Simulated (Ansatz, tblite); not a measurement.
Cost and result up the ladder for Al₁₀As₉H₂₆⁻, a nanocrystal cut from wurtzite AlAs (hydrogen-capped) (45 atoms). Total charge -1; singlet. Geometry: PBE-D4/def2-SVP.

```xyz
45

Al    0.1252    4.3955   -0.8236
As    0.0719    3.3654   -3.1814
Al    0.8157    3.1324    2.8435
As   -0.9052    1.7690    4.0994
As    0.4000    2.3264    0.5131
Al   -1.5027    0.7736    0.2518
Al    0.3878    0.9146   -3.5971
As   -1.3514   -0.0823   -2.1327
Al   -0.9717   -0.7593    4.1278
As   -1.2303   -1.2201    1.6837
Al   -3.1633   -2.7648    1.5394
Al   -1.2006   -2.5391   -2.4573
As   -3.0280   -3.3709   -0.9581
Al    2.5499    1.3229   -0.0814
As    2.4337    0.2827   -2.3596
As    2.5631   -0.7195    1.3901
Al    0.7935   -2.4977    1.1794
Al    2.9735   -2.1777   -2.4546
As    0.9146   -3.0204   -1.2697
H    -1.3170    5.0834   -0.6537
H     1.4728    5.2742   -0.8412
H    -1.2307    3.7083   -3.9044
H     0.9952    4.1063   -4.1491
H     0.4572    4.6957    2.9930
H     2.2336    2.5785    3.3817
H    -2.2830    2.2550    3.6533
H    -0.9987    2.2868    5.5384
H    -2.9297    1.4864    0.4240
H     0.3181    0.5257   -5.1507
H    -2.6669    0.2974   -2.8140
H    -2.2686   -1.2407    4.9531
H     0.5023   -1.1910    4.6251
H    -4.5849   -2.0330    1.6991
H    -2.8584   -4.1656    2.2697
H    -1.3342   -3.0673   -3.9650
H    -4.3174   -2.9940   -1.6879
H    -3.1457   -4.8781   -1.1871
H     3.8758    2.2052    0.0931
H     3.5627    0.9603   -3.1359
H     2.5001   -0.2159    2.8276
H     3.9546   -1.3443    1.4358
H     1.1210   -3.7878    2.0712
H     2.9955   -2.6909   -3.9793
H     4.2396   -2.4415   -1.4898
H     1.0314   -4.5436   -1.3194
```

Ansatz on 4 threads of AMD EPYC 7R13 on a shared host and a share (37 GiB) of an NVIDIA H100 80GB HBM3; xTB runs through tblite on one thread. Times are rough, summed over both states, and most runs start from the orbitals of an earlier one. PBE0-D4/def2-TZVP serves as the yardstick here, not as an exact answer. The other state is a doublet.

The xTB rows come from tblite. Single mean-field runs in def2-TZVP are fitted with def2-universal-jkfit. HOMO above LUMO, or a gap near zero within one spin, warns that the state may not be the lowest or that an electron is smeared out.

Raw xTB energies of ions are shifted by several eV.

```tsv
level	functions	wall time
GFN2-xTB	197	0.78 s
GFN1-xTB	223	0.85 s
PBE-D4/def2-TZVP (with forces)	958	23 s
B97M-V/def2-TZVP	958	41 s
PBE0-D4/def2-TZVP	958	42 s
```

Problem. Estimate what each level gives for the vertical IE (eV).

Solution. 
```csv
level,vertical IE (eV),difference from PBE0-D4/def2-TZVP (eV),remarks
GFN2-xTB,8.41,2.99,–
GFN1-xTB,8.87,3.46,–
PBE-D4/def2-TZVP (with forces),4.95,-0.46,gap within one spin near zero (doublet)
B97M-V/def2-TZVP,5.31,-0.10,gap within one spin near zero (doublet)
PBE0-D4/def2-TZVP,5.42,0.00,–
```
